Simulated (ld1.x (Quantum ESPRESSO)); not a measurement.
## Before and after: TM potential for N (Z = 7)

| Property | Result |
| --- | --- |
| Element | N |
| Generator | ld1.x (Quantum ESPRESSO) 7.5 |
| Type | norm-conserving Troullier–Martins (Kleinman–Bylander form) |
| Functional | PBE |
| Relativity | scalar-relativistic |
| Frozen core | [He] |
| Valence charge | 5 |
| Reference configuration | 2s2 2p3 |
| Partial waves | 2s (bound): rc 0.70 bohr; 2p (bound): rc 2.35 bohr |
| Local potential | all-electron potential smoothed inside 1.00 bohr (lloc = -2) |
| Core correction | none |

All-electron outer shells of the reference configuration (PBE, scalar-relativistic, ld1.x):

```json
{"shell": "1s", "level (eV)": "-384.72", "outermost node (bohr)": "–", "outermost maximum (bohr)": "0.15"}
{"shell": "2s", "level (eV)": "-18.58", "outermost node (bohr)": "0.32", "outermost maximum (bohr)": "1.02"}
{"shell": "2p", "level (eV)": "-7.09", "outermost node (bohr)": "–", "outermost maximum (bohr)": "0.98"}
```

Change: wave 2s (bound): rc 0.70 bohr becomes 2s (bound): rc 1.02 bohr.

Cutoffs: the cutoffs (Ry, on a coarse ladder) from which the occupation-weighted sum of valence levels, in a spherical-Bessel basis at the reference potential, stays within 10 and 1 mRy of its value at 400 Ry; they do not see the model core or the augmentation charge, which bear on the density cutoff. Errors are all-electron minus pseudo energies relative to the spin-unpolarised reference configuration.

Question: What does the change do?

Answer: The potential gets softer (140 Ry and 300 Ry → 50 Ry and 120 Ry); of the 7 tests that both files solve, the error grows in 1 and shrinks in 0 by more than 15 % and 0.3 meV (median size 130.2 → 135.6 meV); neither file shows a bound ghost. A larger radius leaves more room for a smooth pseudo-wave, so fewer plane waves are needed.

```csv
quantity,base,changed
"cutoff, loose",140 Ry,50 Ry
"cutoff, tight",300 Ry,120 Ry
loose cutoff by channel (10 mRy a level),"s 110 Ry, p 25 Ry","s 40 Ry, p 25 Ry"
bound ghosts,none,none
"error for 2s2 2p2, meV [ΔE 13.59 eV]",+82,+82
"error for 2s2 2p1, meV [ΔE 42.45 eV]",+720,+717
"error for 2s2 2p0, meV [ΔE 89.53 eV]",+2815,+2812
"error for 2s1 2p3, meV [ΔE 25.37 eV]",-130,-136
"error for 2s1 2p0, meV [ΔE 167.35 eV]",+4504,+4497
"error for 2s1 2p4, meV [ΔE 11.51 eV]",-5.0,-13
"error for 2s2 2p3.3, meV [ΔE -1.62 eV]",+1.2,+1.2
s: phases at 2.55 bohr within 0.05 rad from the reference energy up to (Ry; the scan ends near 5),to the end of the scan,to the end of the scan
p: phases at 2.55 bohr within 0.05 rad from the reference energy up to (Ry; the scan ends near 5),1.1,1.1
```
